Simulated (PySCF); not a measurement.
**`InChI=1S/C3H7BF4O2/c1-10(4-8)2-9-3(5,6)7/h2,4H2,1H3`**

Molfile (atoms numbered from 1):
```
C3H7BF4O2
     RDKit          3D

 17 16  0  0  0  0  0  0  0  0999 V2000
   -1.1966    1.2820   -0.2387 C   0  0  0  0  0  0  0  0  0  0  0  0
   -0.9060   -0.1139   -0.2791 O   0  0  0  0  0  0  0  0  0  0  0  0
   -2.0441   -1.0455    0.7401 B   0  0  0  0  0  0  0  0  0  0  0  0
   -1.5167   -2.2886    0.6361 F   0  0  0  0  0  0  0  0  0  0  0  0
    0.3945   -0.4269    0.0730 C   0  0  0  0  0  0  0  0  0  0  0  0
    1.2622    0.1131   -0.9395 O   0  0  0  0  0  0  0  0  0  0  0  0
    2.5476    0.1349   -0.6336 C   0  0  0  0  0  0  0  0  0  0  0  0
    2.8213    0.9288    0.4201 F   0  0  0  0  0  0  0  0  0  0  0  0
    3.2404    0.5962   -1.6599 F   0  0  0  0  0  0  0  0  0  0  0  0
    3.0460   -1.0656   -0.3094 F   0  0  0  0  0  0  0  0  0  0  0  0
   -2.2372    1.3883   -0.5338 H   0  0  0  0  0  0  0  0  0  0  0  0
   -0.5501    1.8059   -0.9433 H   0  0  0  0  0  0  0  0  0  0  0  0
   -1.0600    1.6799    0.7706 H   0  0  0  0  0  0  0  0  0  0  0  0
   -1.8998   -0.5596    1.8130 H   0  0  0  0  0  0  0  0  0  0  0  0
   -3.0562   -0.8965    0.1546 H   0  0  0  0  0  0  0  0  0  0  0  0
    0.6715   -0.0012    1.0517 H   0  0  0  0  0  0  0  0  0  0  0  0
    0.4761   -1.5193    0.0868 H   0  0  0  0  0  0  0  0  0  0  0  0
  1  2  1  0
  2  3  1  0
  3  4  1  0
  2  5  1  0
  5  6  1  0
  6  7  1  0
  7  8  1  0
  7  9  1  0
  7 10  1  0
  1 11  1  0
  1 12  1  0
  1 13  1  0
  3 14  1  0
  3 15  1  0
  5 16  1  0
  5 17  1  0
M  CHG  2   2   1   3  -1
M  END
```

Level of theory: PySCF, GIAO PBE0/pcSseg-1 magnetisability, rotational g tensor and spin-rotation constants, non-relativistic, gas phase. Geometry: GFN2-xTB.

Question: What are the magnetisability and the molar susceptibility?

Answer: Isotropic -1280 × 10⁻³⁰ J/T², or -77.1 × 10⁻⁶ cm³/mol; principal values -1339, -1261, -1241 × 10⁻³⁰ J/T², anisotropy 90 × 10⁻³⁰ J/T² (root of half the summed squared differences of the principal values). The susceptibility is in cgs units.

Question: Split it along the inertial axes a, b, c into diamagnetic and paramagnetic parts about the centre of mass, with the quadrupole moment.

Answer: 
```csv
axis,χ (10⁻⁶ cm³/mol),diamagnetic (10⁻⁶ cm³/mol),paramagnetic (10⁻⁶ cm³/mol),summed x² of all electrons (Å²),quadrupole Θ (D Å)
a,-75.7,-577.6,501.9,373.6,-15.20
b,-80.2,-1755.0,1674.8,96.1,+11.36
c,-75.4,-1992.7,1917.3,40.1,+3.84
```
Anisotropies 2χaa − χbb − χcc = +4.3 and 2χbb − χaa − χcc = -9.2 × 10⁻⁶ cm³/mol. Θ is traceless in Buckingham's convention.

Question: And the rotational g tensor?

Answer: 
| axis | rotational constant (GHz) | g | nuclear part | electronic part |
| --- | --- | --- | --- | --- |
| a | 2.4236 | -0.0274 | 0.5441 | -0.5715 |
| b | 0.6575 | -0.0109 | 0.5065 | -0.5173 |
| c | 0.5794 | -0.0097 | 0.5122 | -0.5219 |

Asymmetric top; isotopes 11B, 12C, 19F, 1H, 16O; no vibrational averaging.
